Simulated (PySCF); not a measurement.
The multiplicity is imposed and other spin states were not computed.

**[Os(NH3)4]2+ (charge 2, multiplicity 1)**

Computed with PBE-D3(BJ)/def2-TZVP // PBE-D3(BJ)/def2-SVP run with PySCF.

| Item | Value |
|---|---|
| HOMO | -12.73 eV |
| LUMO | -11.48 eV |
| HOMO–LUMO gap | 1.25 eV |
| charge on the central atom (Mulliken) | 0.50 e |
| total energy | -8605.77 eV |
| cost | roughly 2.5 core-minutes |

```xyz
17

Os    -0.2750     0.4125     0.3477
N      1.0888    -1.0399     0.9212
H      0.7861    -2.0170     0.7476
H      1.2923    -1.0087     1.9427
H      2.0203    -0.9682     0.4699
N     -1.9677    -0.8840     0.7825
H     -2.0885    -1.0641     1.7964
H     -1.9871    -1.8286     0.3553
H     -2.8757    -0.4652     0.5080
N      1.2947     1.8935     0.0686
H      1.7003     2.2217     0.9648
H      0.9524     2.7688    -0.3694
H      2.1211     1.6339    -0.5016
N     -0.4768     0.1218    -1.6953
H      0.3965     0.2417    -2.2422
H     -1.1469     0.7940    -2.1252
H     -0.8348    -0.8120    -1.9711
```
Charge +2, spin multiplicity 1.
